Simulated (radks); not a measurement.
Spherical jellium clusters: N electrons in a uniform positive sphere of charge N and radius rs N^(1/3), rs = 4.45 bohr. Calculated with a radial shooting solver with Libxc functionals: non-relativistic Kohn-Sham, PBEsol, spin-polarised, spherical densities. Levels are named by radial order and angular momentum (1s, 1p, 1d, 2s, ...), and open shells are averaged over m.

N = 17, configuration 1s2 1p6 1d(up 5, down 4). This is the lowest configuration that the search found. Occupied levels:

level    occupation  eigenvalue (eV)  <r> (bohr)
1s up             1          -4.4216       6.987
1s down           1          -4.3852       6.837
1p up             3          -3.7012       8.433
1p down           3          -3.6340       8.378
1d up             5          -2.8258       9.406
1d down           4          -2.7472       9.392

Energy (eV): total -31.3509, kinetic 24.514, external -816.31, Hartree 404.76, exchange-correlation -56.683, background 412.37.
